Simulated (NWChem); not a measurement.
Lowest excitation of H₅BN (+1)

SMILES: B[NH3+]
```xyz
7

B      0.9082     0.1008     0.0078
N     -0.6241    -0.0739    -0.0216
H      1.5447    -0.8917     0.1987
H      1.3037     1.2202    -0.1246
H     -0.9802     0.0898     0.9368
H     -0.9344    -1.0201    -0.2819
H     -1.1060     0.6148    -0.6166
```
Charge +1, spin multiplicity 1.

The numbers come from NWChem runs, not from measurements. Structure: optimised with PBE0/def2-SVP, a minimum by its harmonic frequencies.

Basis set: def2-SVPD.

The correlated methods keep 2 core orbitals frozen. B3LYP has NWChem's definition, with VWN1-RPA local correlation. The structure started from a generated list of species. Coupled-cluster values serve here as a point of comparison, not as the truth.

Order these methods by the lowest vertical singlet excitation energy they give, lowest first: CIS, TD-PBE, TD-B3LYP, EOM-CCSD.

TD-PBE (5.78 eV), TD-B3LYP (6.05 eV), EOM-CCSD (6.34 eV), CIS (6.92 eV)
